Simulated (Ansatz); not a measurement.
Ideal-gas functions of CH$_{5}$GeNO (`[NH2][GeH]1[CH2][O]1`) at 400 K and 1 bar, from an Ansatz frequency run at PBE0-D4/def2-TZVP.

Molar mass 119.67 g/mol, point group C1 (symmetry number 1), electronic degeneracy 1, moments of inertia 43.632, 129.159, 136.97 u Å². Harmonic wavenumbers (cm⁻¹, unscaled): 189, 198, 211, 474, 517, 605, 650, 694, 746, 789, 918, 1011, 1121, 1140, 1475, 1576, 2218, 3065, 3141, 3568, 3667.

Use S(trans) = R[1.5 ln M + 2.5 ln T − 1.1517]; rotational temperatures θ = 24.2544 K / I; S(rot) = R[ln(√π/σ · √(T³/θAθBθC)) + 1.5]; for each mode x = 1.438777 ν̃/T, S = R[x/(eˣ − 1) − ln(1 − e⁻ˣ)] and H = RT x/(eˣ − 1); 1 cm⁻¹ = 0.0119627 kJ/mol; R = 8.31446 J/(mol·K).

Problem. By hand: the entropy, in J/(mol·K).

Solution. Translation 174.6. Rotation: θ = 0.5559, 0.1878, 0.1771 K, giving 108.5. Vibration, mode by mode: 11.68, 11.31, 10.80, 4.82, 4.26, 3.32, 2.92, 2.58, 2.22, 1.97, 1.36, 1.04, 0.75, 0.71, 0.26, 0.19, 0.03, 0.00, 0.00, 0.00, 0.00, in all 60.2. Electronic 0.0. Sum 343.3 J/(mol·K).

Problem. By hand: H − E and G − E in kJ/mol, counted from the electronic energy.

Solution. Zero-point energy ½ × 27973 × 0.0119627 = 167.3; thermal vibration 14.4; translation, rotation and pV give 4 RT = 13.3. H − E = 195.0 kJ/mol, and G − E = 195.0 − 400 × 343.3/1000 = 57.7 kJ/mol.

Vibration gives 18 % of the entropy. The sum counts one conformer and one mirror image; others add a mixing term.
